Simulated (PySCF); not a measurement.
PySCF input for C3H5BFNO, SMILES N(/C)=C\B(C=O)F, TDA-PBE/def2-SVPD. Geometry optimised at B3LYP-D3(BJ)/def2-SVP. The structure was generated by enumeration; whether it is a known compound was not checked. The values are those of a single conformer.

```python
import numpy as np
from pyscf import gto, scf, dft, tdscf

mol = gto.M(
    atom='''
    C    -0.51309561    2.94089938    0.00000000
    N     0.27330335    1.73544049   -0.00000000
    C    -0.32344144    0.60343850   -0.00000000
    B     0.51109936   -0.71860551   -0.00000000
    F     1.83258651   -0.70635354    0.00000000
    C    -0.22325181   -2.15131811   -0.00000000
    O    -1.43605517   -2.23345300    0.00000000
    H    -1.60860962    2.77069902    0.00000000
    H    -0.23755128    3.54675246   -0.88043792
    H    -0.23755129    3.54675246    0.88043793
    H    -1.43241009    0.53591249    0.00000000
    H     0.40139794   -3.08848505   -0.00000000
    ''',
    basis='def2-SVPD',
    charge=0,
    spin=0,
    symmetry=True,
    max_memory=1600,
    verbose=4,
)
mf = dft.RKS(mol, xc='pbe').density_fit(auxbasis='def2-universal-jkfit')
mf.grids.level = 3
mf.conv_tol = 1e-9
mf.max_cycle = 100
mf.kernel()
mf.grids = dft.Grids(mol).set(level=1).build(with_non0tab=True)  # coarser grid for the response kernel
td = tdscf.TDA(mf)
td.singlet = True
td.nstates = 10
td.conv_tol = 1e-4
td.positive_eig_threshold = 1e-6
td.kernel(x0=td.get_init_guess(mf, 15))
td.analyze()
tt = tdscf.TDA(mf)
tt.singlet = False
tt.nstates = 4
tt.conv_tol = 1e-4
tt.positive_eig_threshold = 1e-6
tt.kernel(x0=tt.get_init_guess(mf, 9))
tt.analyze(verbose=3)
```

It prints:

```
PySCF version 2.14.0

[INPUT] verbose = 4
[INPUT] num. atoms = 12
[INPUT] num. electrons = 52
[INPUT] charge = 0
[INPUT] spin (= nelec alpha-beta = 2S) = 0
[INPUT] symmetry True subgroup None
[INPUT] Mole.unit = angstrom
[INPUT] Symbol           X                Y                Z      unit          X                Y                Z       unit  Magmom
[INPUT]  1 C     -0.513095610000   2.940899380000   0.000000000000 AA   -0.969610178617   5.557494388103   0.000000000000 Bohr   0.0
[INPUT]  2 N      0.273303350000   1.735440490000   0.000000000000 AA    0.516468480426   3.279507231581   0.000000000000 Bohr   0.0
[INPUT]  3 C     -0.323441440000   0.603438500000   0.000000000000 AA   -0.611215738935   1.140333498018   0.000000000000 Bohr   0.0
[INPUT]  4 B      0.511099360000  -0.718605510000   0.000000000000 AA    0.965837812840  -1.357967605503   0.000000000000 Bohr   0.0
[INPUT]  5 F      1.832586510000  -0.706353540000   0.000000000000 AA    3.463086603473  -1.334814737717   0.000000000000 Bohr   0.0
[INPUT]  6 C     -0.223251810000  -2.151318110000   0.000000000000 AA   -0.421884777713  -4.065402034717   0.000000000000 Bohr   0.0
[INPUT]  7 O     -1.436055170000  -2.233453000000   0.000000000000 AA   -2.713750971066  -4.220614482088   0.000000000000 Bohr   0.0
[INPUT]  8 H     -1.608609620000   2.770699020000   0.000000000000 AA   -3.039831623141   5.235862321401   0.000000000000 Bohr   0.0
[INPUT]  9 H     -0.237551280000   3.546752460000  -0.880437920000 AA   -0.448906859740   6.702390781027  -1.663786538482 Bohr   0.0
[INPUT] 10 H     -0.237551290000   3.546752460000   0.880437930000 AA   -0.448906878637   6.702390781027   1.663786557379 Bohr   0.0
[INPUT] 11 H     -1.432410090000   0.535912490000   0.000000000000 AA   -2.706862768164   1.012727832834   0.000000000000 Bohr   0.0
[INPUT] 12 H      0.401397940000  -3.088485050000   0.000000000000 AA    0.758532173565  -5.836390884314   0.000000000000 Bohr   0.0

nuclear repulsion = 256.513693117431
point group symmetry = Cs
symmetry origin: [-7.26817711e-10  7.26817512e-10  3.63408871e-10]
symmetry axis x: [ 1.00000000e+00 -8.54383739e-10 -2.05430508e-10]
symmetry axis y: [-8.54383739e-10 -1.00000000e+00 -1.85674758e-10]
symmetry axis z: [ 2.05430508e-10 -1.85674737e-10  1.00000000e+00]
num. orbitals of irrep A' = 128
num. orbitals of irrep A" = 58
number of shells = 78
number of NR pGTOs = 266
number of NR cGTOs = 186
basis = def2-SVPD
ecp = {}


[settings echo left out]
init E= -371.866955439804
HOMO (A') = -0.285649855994567  LUMO (A") = -0.193698400851788  gap/eV = 2.50213
cycle= 1 E= -371.178977987989  delta_E= 0.688  |g|= 0.825  |ddm|= 5.08
HOMO (A") = -0.0989989690062346  LUMO (A') = -0.076200884822295  gap/eV = 0.62037
cycle= 2 E= -368.88588253753  delta_E= 2.29  |g|= 2.74  |ddm|= 3.16
HOMO (A") = -0.160650364639669  LUMO (A') = -0.143701384038998  gap/eV = 0.46121
cycle= 3 E= -369.696340206676  delta_E= -0.81  |g|= 1.85  |ddm|= 3.54
HOMO (A') = -0.199609274029674  LUMO (A") = -0.123826774422642  gap/eV = 2.06215
cycle= 4 E= -371.270690718225  delta_E= -1.57  |g|= 0.457  |ddm|= 2.53
HOMO (A') = -0.208042450688901  LUMO (A") = -0.151895390565768  gap/eV = 1.52784
cycle= 5 E= -371.297636639334  delta_E= -0.0269  |g|= 0.33  |ddm|= 0.771
HOMO (A') = -0.218855030424975  LUMO (A") = -0.16239833306565  gap/eV = 1.53626
cycle= 6 E= -371.318613214574  delta_E= -0.021  |g|= 0.0964  |ddm|= 0.38
HOMO (A') = -0.211028312266424  LUMO (A") = -0.154176735945095  gap/eV = 1.54701
cycle= 7 E= -371.320837641192  delta_E= -0.00222  |g|= 0.0258  |ddm|= 0.135
HOMO (A') = -0.210913606111714  LUMO (A") = -0.153368088772748  gap/eV = 1.56589
cycle= 8 E= -371.320971418153  delta_E= -0.000134  |g|= 0.0111  |ddm|= 0.0387
HOMO (A') = -0.211793740100863  LUMO (A") = -0.154009625624393  gap/eV = 1.57239
cycle= 9 E= -371.320998541577  delta_E= -2.71e-05  |g|= 0.0023  |ddm|= 0.013
HOMO (A') = -0.211757984799397  LUMO (A") = -0.154016100476601  gap/eV = 1.57124
cycle= 10 E= -371.320999632246  delta_E= -1.09e-06  |g|= 0.00111  |ddm|= 0.00468
HOMO (A') = -0.211770606984735  LUMO (A") = -0.154008615757309  gap/eV = 1.57178
cycle= 11 E= -371.320999907404  delta_E= -2.75e-07  |g|= 0.000226  |ddm|= 0.00165
HOMO (A') = -0.211773697399972  LUMO (A") = -0.154023134271292  gap/eV = 1.57147
cycle= 12 E= -371.320999917396  delta_E= -9.99e-09  |g|= 0.000109  |ddm|= 0.000428
HOMO (A') = -0.211771276464174  LUMO (A") = -0.154019228263674  gap/eV = 1.57151
cycle= 13 E= -371.320999920757  delta_E= -3.36e-09  |g|= 2.08e-05  |ddm|= 0.00013
HOMO (A') = -0.211770100041498  LUMO (A") = -0.154017957797203  gap/eV = 1.57152
cycle= 14 E= -371.320999920844  delta_E= -8.75e-11  |g|= 9.18e-06  |ddm|= 3.3e-05
HOMO (A') = -0.211771255063447  LUMO (A") = -0.154018622951988  gap/eV = 1.57153
Extra cycle  E= -371.320999920721  delta_E= 1.24e-10  |g|= 2.64e-05  |ddm|= 2.72e-05
converged SCF energy = -371.320999920721
tot grids = 48680
Overwritten attributes  positive_eig_threshold  of <class 'pyscf.tdscf.rks.TDA'>


******** <class 'pyscf.tdscf.rks.TDA'> for <class 'pyscf.df.df_jk.DFSymAdaptedRKS'> ********
nstates = 10 singlet
deg_eia_thresh = 1.000e-03
wfnsym = None
conv_tol = 0.0001
eigh lindep = 1e-12
eigh level_shift = 0
eigh max_cycle = 100


Excitation energies (eV)
[1.7554286  2.32369729 3.67337566 4.30919076 4.50623476 4.75442064
 5.66907962 6.11538142 6.22487126 6.29449074]

** Singlet excitation energies and oscillator strengths **
Excited State   1:   A"      1.75543 eV    706.29 nm  f=0.0000
      26 -> 27       -0.70330
Excited State   2:   A"      2.32370 eV    533.56 nm  f=0.0013
      25 -> 27        0.69834
Excited State   3:   A"      3.67338 eV    337.52 nm  f=0.0001
      26 -> 28       -0.69448
Excited State   4:   A"      4.30919 eV    287.72 nm  f=0.0012
      25 -> 28        0.69682
Excited State   5:   A'      4.50623 eV    275.14 nm  f=0.1634
      24 -> 27       -0.65902
      24 -> 28        0.23378
Excited State   6:   A"      4.75442 eV    260.78 nm  f=0.0000
      23 -> 27       -0.70448
Excited State   7:   A'      5.66908 eV    218.70 nm  f=0.0140
      26 -> 29        0.70482
Excited State   8:   A"      6.11538 eV    202.74 nm  f=0.0000
      22 -> 27       -0.69697
Excited State   9:   A'      6.22487 eV    199.18 nm  f=0.0053
      25 -> 29       -0.38683
      26 -> 30        0.58534
Excited State  10:   A'      6.29449 eV    196.97 nm  f=0.0007
      25 -> 29       -0.57998
      26 -> 30       -0.38780

** Transition electric dipole moments (AU) **
state          X           Y           Z        Dip. S.      Osc.
  1         0.0000     -0.0000      0.0197      0.0004      0.0000
  2        -0.0000      0.0000     -0.1514      0.0229      0.0013
  3         0.0000     -0.0000      0.0322      0.0010      0.0001
  4        -0.0000      0.0000     -0.1082      0.0117      0.0012
  5         0.1422     -1.2081     -0.0000      1.4797      0.1634
  6         0.0000      0.0000     -0.0060      0.0000      0.0000
  7         0.0886     -0.3051      0.0000      0.1009      0.0140
  8         0.0000     -0.0000      0.0131      0.0002      0.0000
  9        -0.0272      0.1850      0.0000      0.0350      0.0053
 10        -0.0638      0.0129     -0.0000      0.0042      0.0007

** Transition velocity dipole moments (imaginary part, AU) **
state          X           Y           Z        Dip. S.      Osc.
  1        -0.0000      0.0000      0.0018      0.0000      0.0000
  2         0.0000     -0.0000      0.0516      0.0027      0.0208
  3        -0.0000     -0.0000     -0.0440      0.0019      0.0096
  4         0.0000     -0.0000      0.0405      0.0016      0.0069
  5         0.0371     -0.0772      0.0000      0.0073      0.0296
  6        -0.0000     -0.0000     -0.0093      0.0001      0.0003
  7         0.0094     -0.0630      0.0000      0.0041      0.0130
  8         0.0000      0.0000      0.0028      0.0000      0.0000
  9        -0.0089      0.0313     -0.0000      0.0011      0.0031
 10        -0.0049      0.0017     -0.0000      0.0000      0.0001

** Transition magnetic dipole moments (imaginary part, AU) **
state          X           Y           Z
  1         0.4792      0.2948     -0.0000
  2         0.3340     -0.3003      0.0000
  3        -0.6975      0.3216     -0.0000
  4        -0.4814     -0.8313      0.0000
  5         0.0000      0.0000      0.1634
  6        -0.4037     -0.2053     -0.0000
  7        -0.0000     -0.0000      0.0411
  8        -0.2768     -0.1653      0.0000
  9        -0.0000     -0.0000      0.1507
 10         0.0000      0.0000     -0.0406


******** <class 'pyscf.tdscf.rks.TDA'> for <class 'pyscf.df.df_jk.DFSymAdaptedRKS'> ********
nstates = 4 triplet
deg_eia_thresh = 1.000e-03
wfnsym = None
conv_tol = 0.0001
eigh lindep = 1e-12
eigh level_shift = 0
eigh max_cycle = 100


Excitation energies (eV)
[1.2847645  1.90979723 3.31863962 3.52154659]

** Triplet excitation energies and oscillator strengths **
Excited State   1:   A"      1.28476 eV    965.03 nm  f=0.0000
Excited State   2:   A"      1.90980 eV    649.20 nm  f=0.0000
Excited State   3:   A"      3.31864 eV    373.60 nm  f=0.0000
Excited State   4:   A'      3.52155 eV    352.07 nm  f=0.0000
```

Self-consistency was reached.

Cost: roughly 110 core-seconds.
